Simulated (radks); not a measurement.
Effect of the nuclear size on the mercury ion Hg+, [Xe] 4f14 5d10 6s1. Calculated with a radial shooting solver on a logarithmic mesh with Libxc functionals: Dirac Kohn-Sham, PBE, spin-unpolarised, spherical densities, finite nucleus; Fermi nuclear charge, rms radius 5.4648 fm. The rms radius is varied about that value; shifts are against it.

rms radius (fm)  total energy shift (eV)  density at nucleus (e/bohr^3)  1s1/2 shift (meV)  2s1/2 shift (meV)  4p1/2 shift (meV)  5s1/2 shift (meV)  5p1/2 shift (meV)  6s1/2 shift (meV)  6p1/2 (empty) shift (meV)
4.6615                             -29.5                      2.481e+06             -11800              -1760              -2.20              -20.3             -0.031              -2.00                      0.156
5.0331                             -16.2                      2.404e+06              -6480               -966              -1.21              -11.1             -0.018              -1.10                      0.085
5.4648                                 0                      2.324e+06              0.000              0.000              0.000              0.000              0.000              0.000                      0.000
5.7053                              9.36                      2.283e+06               3750                559              0.704               6.44              0.011              0.635                     -0.049
6.6343                              47.7                      2.145e+06              19100               2850               3.61               32.8              0.059               3.24                     -0.251

Slopes of the eigenvalues against <r^2> in GHz/fm^2, as finite differences over the two radii next to the reference (eigenvalue slopes, not the field-shift constants of lines): 1s1/2 343000, 2s1/2 51100, 4p1/2 64.2, 5s1/2 589, 5p1/2 0.949, 6s1/2 58.1, 6p1/2 (empty) -4.51.
